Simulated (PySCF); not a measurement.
Ranking problems on computed properties.

Species are written as SMILES; each is one conformer at its optimised geometry, gas phase, non-relativistic unless stated; the electronic structure was computed with PySCF and density fitting.

The conformers computed, where there is a choice (atom-mapped SMILES and torsion angles):
- `[CH3:1][C:2]#[N+:3][BH2-:4][n:5]1[cH:6][cH:7][cH:8][cH:9]1`: N3–B4–N5–C6 85°
- `[BH3-:1][NH2+:2][CH2:3][CH3:4]`: B1–N2–C3–C4 180°
- `[H]/[N:5]=[CH:4]\[C:2](=[CH2:1])[Cl:3]`: C1–C2–C4–N5 180°

(1) Rank by lowest triplet excitation (Tamm–Dancoff), highest first (TDA PBE0/def2-SVPD at PBE0-D3(BJ)/def2-SVP geometries).
A. `CC#[N+][BH2-]N1C=CC=C1`
B. `[SiH3][NH][GeH3]`
C. `C=C=CCl`
D. `C(F)(C)C`
E. `CC(Br)=C=O`

(2) Give the two extremes of that set in kJ/mol.

(3) Rank by dipole moment, lowest first (PBE0/def2-SVPD at PBE0-D3(BJ)/def2-SVP geometries).
A. `[BH3-][NH2+]CC`
B. `C=C=CCl`
C. `CC#[N+][BH2-]n1cccc1`
D. `[SiH3][NH][GeH3]`

(4) Rank by vertical ionisation energy, highest first (ΔSCF PBE0/def2-SVPD at PBE0-D3(BJ)/def2-SVP geometries).
A. `C(=C=O)(Br)C`
B. `CC#[N+][BH2-]n1cccc1`
C. `[NH2+](CC)[BH3-]`
D. `[SiH3][NH][GeH3]`
E. `CC(C)F`

(5) By how much do the two ends of that ranking differ?

(6) Rank by HOMO–LUMO gap, highest first (PBE0/def2-SVPD at PBE0-D3(BJ)/def2-SVP geometries).
A. `CC(C)F`
B. `[SiH3][NH][GeH3]`
C. `C=C=CCl`
D. `CC#[N+][BH2-]n1cccc1`
E. `C([NH2+][BH3-])C`

(7) By how much do the two ends of that ranking differ?

(8) Rank by HOMO energy, highest first (PBE0/def2-SVPD at PBE0-D3(BJ)/def2-SVP geometries).
A. `CC(C)F`
B. `C=C=CCl`
C. `CC(Br)=C=O`
D. `[BH3-][NH2+]CC`
E. `[SiH3][NH][GeH3]`
F. `CC#[N+][BH2-]n1cccc1`

(9) Rank by smallest rotational constant, highest first (PBE0-D3(BJ)/def2-SVP).
A. `CC#[N+][BH2-]n1cccc1`
B. `[BH3-][NH2+]CC`
C. `[H]/N=C\C(=C)Cl`
D. `C=C=CCl`
E. `[SiH3][NH][GeH3]`
F. `CC(C)F`

(10) By how much do the two ends of that ranking differ?

Results:

(1) D (8.45 eV), B (5.39 eV), C (4.22 eV), A (3.50 eV), E (2.24 eV).

(2) `CC(Br)=C=O`: 216 kJ/mol; `CC(C)F`: 815 kJ/mol.

(3) D (0.96 D), B (1.78 D), A (5.65 D), C (8.48 D).

(4) E (11.60 eV), C (10.17 eV), D (9.20 eV), A (8.77 eV), B (7.29 eV).

(5) By 4.31 eV, between `CC(C)F` and `CC#[N+][BH2-]n1cccc1`.

(6) A (9.96 eV), E (7.62 eV), B (7.14 eV), C (6.54 eV), D (4.47 eV).

(7) By 5.49 eV, between `CC(C)F` and `CC#[N+][BH2-]n1cccc1`.

(8) F (-5.39 eV), C (-6.66 eV), E (-7.26 eV), B (-7.44 eV), D (-7.63 eV), A (-9.21 eV).

(9) F (4.822 GHz), B (3.425 GHz), D (2.651 GHz), C (2.253 GHz), E (1.923 GHz), A (0.814 GHz).

(10) By 4.008 GHz, between `CC(C)F` and `CC#[N+][BH2-]n1cccc1`.
